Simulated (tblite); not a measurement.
Species: C5H9NOSSi.
Geometry (GFN2-xTB, Å), atoms numbered from 1 in this order:
```xyz
18
C5H9NOSSi angstrom
C     -3.0736    0.2550    0.9870
N     -1.9402    0.1593    0.0964
Si    -1.3226   -1.3296   -0.4773
S      0.2736   -0.8801   -1.8494
C      1.5624   -0.3451   -0.7906
C      2.9483   -0.4088   -1.1053
C      3.5927    0.1181   -0.0327
O      2.7183    0.4999    0.9128
C      1.4847    0.2222    0.4481
H     -4.0248    0.2919    0.4470
H     -2.9907    1.1501    1.6054
H     -3.0839   -0.6189    1.6337
H     -1.8422    0.9820   -0.4821
H     -0.7683   -2.0610    0.6567
H     -2.1987   -2.1638   -1.2979
H      3.3745   -0.7975   -2.0061
H      4.6341    0.2703    0.1708
H      0.6477    0.4622    1.0718
```

Calculated harmonic vibrations of the isolated species, GFN2-xTB (tblite), most abundant isotopes, no scaling. Errors from tens to a few hundred cm⁻¹ against measured bands are possible. Modes of hydrogen on silicon can be 10 to 20 % off. One conformer, not necessarily the lowest.

Harmonic wavenumbers (cm⁻¹): 28.3, 46.1, 89.0, 109.6, 130.4, 154.6, 241.0, 246.8, 313.0, 452.8, 471.6, 526.6, 532.3, 587.8, 597.5, 605.3, 727.7, 735.0, 773.8, 788.0, 827.5, 831.9, 847.9, 920.1, 1031.7, 1062.0, 1064.0, 1107.8, 1150.4, 1157.1, 1191.8, 1209.6, 1350.1, 1352.3, 1423.0, 1460.7, 1490.2, 1500.7, 1562.4, 2255.2, 2292.9, 2929.9, 2984.0, 3038.0, 3169.1, 3178.1, 3200.3, 3426.3.

A = 2276, B = 685.1, C = 555.5 MHz; mass 159.017 u (most abundant isotopes); point group C1, symmetry number 1.

Question: Zero-point energy?

Answer: ½Σν̃ = 28586 cm⁻¹ = 341.97 kJ/mol.

Question: Give the ideal-gas entropy at 500 K and 1 bar in the rigid-rotor, harmonic-oscillator model (classical rotation).

Answer: Translation 182.82, rotation 133.21, vibration 234.97: S = 551.0 J/(mol K).

Question: And Cp and H(500 K) − H(0)?

Answer: Cp = 245.23 J/(mol K), of which vibrations give 211.97 (their classical limit is 48 R = 399.1); H(500 K) − H(0) = 73.87 kJ/mol without the zero-point energy, 57.24 from vibrations.

Question: Blend soft modes into free rotors: weight 1/[1 + (100 cm⁻¹/ν̃)⁴] for the oscillator and the rest for a rotor with moment μB/(μ + B), μ = h/(8π²ν), B = 10⁻⁴⁴ kg m². What vibrational entropy results?

Answer: 211.51 J/(mol K) in place of 234.97, which changes −T·S at 500 K by +11.73 kJ/mol.

Question: What must be added to the electronic energy to get the Gibbs energy at 500 K and 1 bar?

Answer: ZPE + [H(500 K) − H(0)] − T·S = 341.97 + 73.87 − 275.50 = 140.34 kJ/mol.

Question: Which modes carry the vibrational entropy at 500 K?

Answer: 28.3 cm⁻¹: 29.17; 46.1 cm⁻¹: 25.12; 89.0 cm⁻¹: 19.66; 109.6 cm⁻¹: 17.94; 130.4 cm⁻¹: 16.51; 154.6 cm⁻¹: 15.12 J/(mol K); the other 42 give 111.45 together.

Hindered rotation and anharmonicity are outside this model. Other conformers, if any are populated, would add a mixing term that is left out. The structure is chiral; the term R ln 2 for an equal mix with its mirror image is left out.
